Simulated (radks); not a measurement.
Numerical settings for the thulium ion Tm3+, [Xe] 4f12. Calculated with a radial shooting solver on a logarithmic mesh with Libxc functionals: non-relativistic Kohn-Sham, PBE, spin-polarised, spherical densities, point nucleus; open shells are filled with parallel spins first (spin-orbit coupling, left out, can overturn this in heavy ions); relativity is left out, which matters for an element this heavy. The defaults (mesh step 0.008 in ln r, mesh end at 40 bohr or more with all orbitals vanishing there, Anderson mixing 0.5 over 9 steps, residual threshold near 1e-9 with the energy settled to 1e-9 hartree or 1e-11 of itself, here a cap of 93 iterations) give E = -12942.1815 hartree and 4f at -39.744 eV in 16 iterations. Run on one thread of a shared host, so times are rough (Arm Neoverse N1): 0.3 s of CPU time, 0.3 s wall, 16 iterations on 2501 mesh points. Changes against that run (0 stands for a change within the tolerance of the run):

setting                     iterations  converged  E (mhartree)  e(4f) (meV)  CPU (s)
mesh step in ln r 0.003             16        yes             0            0     0.77
mesh step in ln r 0.2                4         no      diverged            -     0.01
mesh step in ln r 0.08               2         no      diverged            -     0.01
mesh end (bohr) 5                   16        yes        +0.519        +19.3     0.29
mesh end (bohr) 20                  16        yes             0            0      0.3
residual threshold 1e-16            93         no             0            0     0.96
residual threshold 0.001            11        yes             0        -1.41     0.24
mixing 2.5                          27        yes             0            0     0.54
linear mixing, mixing 0.05          93         no      +0.00823         -148      1.4
linear mixing, mixing 1             93         no     +1.93e+05     -9.1e+05      3.9
mixing history 20                   25        yes             0            0     0.43
iteration cap 3                      3         no          +274         -440     0.08

No run marked as converged misses the energy by more than 1 mhartree. A mesh that ends early acts as a hard wall.
